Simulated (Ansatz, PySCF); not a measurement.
Molecule: chlorosilane, sum formula SiH$_{3}$Cl, charge 0, multiplicity 1. 
Coordinates optimised at B3LYP-D3(BJ)/def2-TZVP (Ansatz, a quantum-chemistry and plane-wave program):
```xyz
5

Si    -0.9899    -0.0500    -0.0380
Cl     1.0723     0.0541     0.0412
H     -1.3688    -1.0690    -1.0360
H     -1.5103     1.2742    -0.4302
H     -1.4910    -0.4257     1.2983
```

Dipole moments at this geometry, in debye (magnitudes).

| level | program | dipole (D) |
|---|---|---|
| HF/def2-TZVPD | PySCF | 1.51 |
| PBE/def2-TZVPD | Ansatz | 1.27 |
| BLYP/def2-TZVPD | Ansatz | 1.28 |
| revPBE/def2-TZVPD | Ansatz | 1.25 |
| TPSS/def2-TZVPD | PySCF | 1.29 |
| B3LYP/def2-TZVPD | Ansatz | 1.35 |
| PBE0/def2-TZVPD | PySCF | 1.35 |
| BHLYP/def2-TZVPD | Ansatz | 1.44 |
| TPSSh/def2-TZVPD | PySCF | 1.32 |
| PW6B95/def2-TZVPD | PySCF | 1.35 |
| MN15/def2-TZVPD | PySCF | 1.33 |
| CAM-B3LYP/def2-TZVPD | Ansatz | 1.41 |
| wB97X-V/def2-TZVPD | Ansatz | 1.40 |
| CCSD(T)/aug-cc-pV(D+d)Z | Ansatz | 1.36 |

Measured: 1.31 D (NIST CCCBDB, as tabulated in the package chemicals), a vibrational average. This is an older compilation, not checked against later work.
